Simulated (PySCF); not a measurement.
H3IrO3, neutral, multiplicity 3. Atoms are numbered in the order given.

```xyz
7

Ir    -0.0791     0.0656     0.0152
O      1.5192    -0.8694    -0.3932
H      2.2523    -0.2432    -0.2478
O     -0.2782    -0.9681     1.5838
H      0.4801    -1.5451     1.7815
O     -0.6842     1.3082    -1.2685
H     -1.0963     0.9715    -2.0805
```
Charge 0, spin multiplicity 3.

The structure is a stationary point at r2SCAN-D4/def2-SVP. The spin state was assumed, not searched. The def2 effective core potentials stand for the cores of Ir; spin–orbit coupling is left out. Other conformers were not sampled.

Level of theory: r2SCAN/def2-TZVPD (PySCF).

Mulliken values depend strongly on the basis, most of all with diffuse functions as here. ESP charges are fitted to the potential on shells at 1.4 to 2.0 van der Waals radii. Atomic charges (e):

| atom | Mulliken | ESP fit | Mulliken spin |
|---|---|---|---|
| Ir1 | 0.67 | 0.39 | 1.56 |
| O2 | -0.56 | -0.51 | 0.12 |
| H3 | 0.32 | 0.36 | 0.00 |
| O4 | -0.55 | -0.46 | 0.15 |
| H5 | 0.33 | 0.35 | 0.04 |
| O6 | -0.51 | -0.50 | 0.11 |
| H7 | 0.31 | 0.38 | 0.02 |
